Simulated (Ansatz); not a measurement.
Input file for `C[O][Hf]([OH])([OH])[S]C`:

```yaml
crystal:
  periodic: [false, false, false]
  atoms:
    - {symbol: C, position_ang: [-2.838078, 1.460438, 0.591001]}
    - {symbol: O, position_ang: [-1.676199, 0.790022, 0.232092]}
    - {symbol: Hf, position_ang: [-0.186674, -0.309407, -0.228291]}
    - {symbol: O, position_ang: [-0.226148, -2.042244, 0.611965]}
    - {symbol: O, position_ang: [0.001249, -0.533791, -2.135329]}
    - {symbol: S, position_ang: [1.776932, 0.911506, 0.613529]}
    - {symbol: C, position_ang: [3.062024, -0.310630, 0.175088]}
    - {symbol: H, position_ang: [-3.460075, 0.838750, 1.243685]}
    - {symbol: H, position_ang: [-2.591699, 2.382965, 1.126200]}
    - {symbol: H, position_ang: [-3.422023, 1.723122, -0.297477]}
    - {symbol: H, position_ang: [-0.387592, -2.948873, 0.847659]}
    - {symbol: H, position_ang: [-0.071322, -0.320483, -3.059476]}
    - {symbol: H, position_ang: [4.026150, 0.112194, 0.457294]}
    - {symbol: H, position_ang: [2.919284, -1.244419, 0.719221]}
    - {symbol: H, position_ang: [3.074180, -0.509150, -0.897169]}
basis:
  gaussian: {orbitals: def2-TZVPP}
correlation: {method: ccsd_t}
output: {orbitals: {seedname: orbitals}}
```

```sh
$ ansatz run in.yaml --threads 2 --pin off --events-out ev --progress --plain --max-ram 22528MiB --backend cuda --devices 0, --max-vram 18GiB
```

Output of Ansatz, abridged:

```
Functional definition: HF
2211 factors; integrals over basis functions are off by at most 1.2e-3 eV
mean field evaluation 1: about -20410.5799 eV, gradient 6.8e1 eV
mean field evaluation 2: about -20410.8760 eV, gradient 6.8e1 eV
mean field evaluation 4: about -20419.0831 eV, gradient 4.5e0 eV
mean field evaluation 8: about -20419.1831 eV, gradient 3.8e-1 eV
mean field evaluation 16: about -20419.1838 eV, gradient 2.3e-6 eV
mean field -20419.18376017 eV, -750.3911625662 hartree, gradient 2.3e-6 eV, S^2 0.000000; 0 other end points of the search recorded, 0 dependent functions left out
10 core orbitals not correlated: weight in the atoms' cores, before any rotation towards them, 1.000 or more for the frozen orbitals, at most 0.000 for the correlated occupied ones
reference -20419.18376017 eV, -750.3911625662 hartree; 26, 26 occupied and 329, 329 virtual orbitals, 2211 factors
second order -42.79810035 eV of doubles, -0.00000000 eV of singles
cycle   1  -42.46392582 eV  change    3.3e-1 eV  update   1.7e-1
cycle   2  -43.45102360 eV  change   -9.9e-1 eV  update   6.0e-2
cycle   3  -43.75739416 eV  change   -3.1e-1 eV  update   3.0e-2
cycle   4  -43.73912181 eV  change    1.8e-2 eV  update   8.2e-3
cycle   5  -43.73016270 eV  change    9.0e-3 eV  update   3.4e-3
cycle   6  -43.73202453 eV  change   -1.9e-3 eV  update   1.1e-3
cycle   7  -43.73180874 eV  change    2.2e-4 eV  update   4.1e-4
cycle   8  -43.73146599 eV  change    3.4e-4 eV  update   1.2e-4
cycle   9  -43.73150322 eV  change   -3.7e-5 eV  update   5.4e-5
perturbative correction -1.78793697 eV, -0.0657054719 hartree
Total energy: -20464.70320036 eV, -752.0639711393 hartree
```

Hardware: 2 threads of an AMD EPYC 7R13 on a shared host and a share of an NVIDIA H100 80 GB. Wall time 27 s, peak host memory 0.89 GiB.

The correlation energy is -45.519 eV, 3.9 % of it from (T); the T1 diagnostic reads 0.0149.
